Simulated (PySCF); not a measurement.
## Running PySCF for SrS⁺

The script input.py:

```python
from pyscf import gto, dft

mol = gto.M(
    atom='Sr 0 0 0; S 0 0 2.599',
    basis='cc-pvdz-dk',
    charge=1,
    spin=1,
    verbose=3,
)
mf = dft.UKS(mol, xc='pw91')
mf = mf.sfx2c1e()
mf.kernel()
mf.stability(internal=True, external=True)
mf.dip_moment()
print('orbital energies (hartree):', [e[max(0, n-3):n+3].round(4) for e, n in zip(mf.mo_energy, mol.nelec)])
```

```bash
$ python input.py
```

The log (some set-up lines and the per-cycle HOMO/LUMO lines with their warnings removed):

```
converged SCF energy = -3578.49548106113  <S^2> = 0.75345393  2S+1 = 2.003451
<class 'pyscf.x2c.sfx2c1e.sfX2C1eUKS'> wavefunction is stable in the internal stability analysis
<class 'pyscf.x2c.sfx2c1e.sfX2C1eUKS'> wavefunction is stable in the real -> complex stability analysis
Dipole moment(X, Y, Z, Debye): -0.00000,  0.00000, -4.47582
orbital energies (hartree): [array([-0.4141, -0.3937, -0.3735, -0.2874, -0.2388, -0.2387]), array([-0.7206, -0.3811, -0.3611, -0.3517, -0.2871, -0.2385])]
```

In short: E(SCF) = -3578.495481 Eh, ⟨S²⟩ = 0.753, internal stable; real -> complex stable.

Wall time 19 s on one thread of a shared host.

The bond length is a typed value, not an optimised one. The dipole of an ion depends on the origin. No search for the lowest solution was made.
